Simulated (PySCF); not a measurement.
CH3BrSe, SMILES C[Se]Br.

Coordinates come from a B3LYP-D3(BJ)/def2-SVP optimisation.

Level of theory: PBE/def2-TZVPD (PySCF).

Computed frontier levels, gap, dipole moment and polarisability:
* **highest occupied level**: -5.42 eV
* **lowest empty level**: -3.36 eV
* **orbital gap**: 2.07 eV
* **dipole moment**: 2.10 D
* **quadrupole, principal values (traceless, Buckingham form, about the centre of nuclear charge)**: -4.64, -0.62, 5.26 D·Å
* **mean static polarisability**: 68.2 bohr³ (10.11 Å³)
* **polarisability, principal values**: 54.0, 63.9, 86.6 bohr³
